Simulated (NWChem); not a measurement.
System: C₄H₈; SMILES C/C=C\C

Program: NWChem. The geometry was optimised at B3LYP/6-31G* (spherical d). Ions are spin-unrestricted doublets at the neutral geometry; other ion states weren't tried. Functional: LC-ωPBE (HJS hole) with def2-SVP; rows give the range parameter ω in 1/bohr.

| range parameter (1/bohr) | vertical ionisation energy, ΔSCF (eV) | −ε(HOMO) (eV) | ΔSCF minus −ε(HOMO) (eV) |
|---|---|---|---|
| 0.05 | [?] | [?] | [?] |
| 0.15 | 9.08 | 7.78 | 1.30 |
| 0.20 | 9.13 | 8.30 | 0.83 |
| 0.40 | 9.26 | 9.59 | -0.33 |
| 0.50 | 9.26 | 9.90 | -0.64 |

Problem. Complete the blanks.

Solution. 
- 0.05, vertical ionisation energy, ΔSCF (eV): 9.02
- 0.05, −ε(HOMO) (eV): 6.44
- 0.05, ΔSCF minus −ε(HOMO) (eV): 2.58
